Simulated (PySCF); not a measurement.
wavenumber (cm⁻¹), absorption (km/mol per cm⁻¹) and a bar:
```
        0      0.010 
       13      0.013 
       26      0.018 
       38      0.025 
       51      0.039 
       64      0.072 
       77      0.169 #
       89      0.583 ###
      102      0.613 ###
      115      0.178 #
      128      0.075 
      141      0.042 
      153      0.027 
      166      0.020 
      179      0.016 
      192      0.014 
      205      0.013 
      217      0.012 
      230      0.012 
      243      0.012 
      256      0.013 
      268      0.014 
      281      0.015 
      294      0.017 
      307      0.021 
      320      0.026 
      332      0.034 
      345      0.049 
      358      0.079 
      371      0.157 #
      384      0.443 ##
      396      1.240 ######
      409      0.453 ##
      422      0.163 #
      435      0.086 
      447      0.058 
      460      0.045 
      473      0.040 
      486      0.039 
      499      0.040 
      511      0.044 
      524      0.051 
      537      0.062 
      550      0.078 
      563      0.104 
      575      0.147 #
      588      0.227 #
      601      0.397 ##
      614      0.855 ####
      626      2.624 #############
      639      6.194 ##############################
      652      1.952 #########
      665      0.698 ###
      678      0.343 ##
      690      0.202 #
      703      0.132 #
      716      0.094 
      729      0.070 
      741      0.054 
      754      0.043
```

This is the computed harmonic infrared spectrum of quintet RuFCl, Lorentzian lines of 19 cm⁻¹ full width. Level of theory: PySCF, UPBE0, basis Ru def2-TZVP with ECP28, F def2-TZVP, Cl def2-TZVP (scalar-relativistic core potentials, no spin–orbit coupling, density fitting).

Problem. Which bands make it up, and how are they assigned?

Solution. In C∞v symmetry, counting bands above 1 % of the strongest: 96 cm⁻¹ (π, bend, 26 km/mol); 396 cm⁻¹ (σ+, stretch, 37 km/mol); 638 cm⁻¹ (σ+, stretch, 189 km/mol).

Only a few start shapes were tried, so a lower isomer may exist. Other spin states or occupations of the open shell can lie lower.
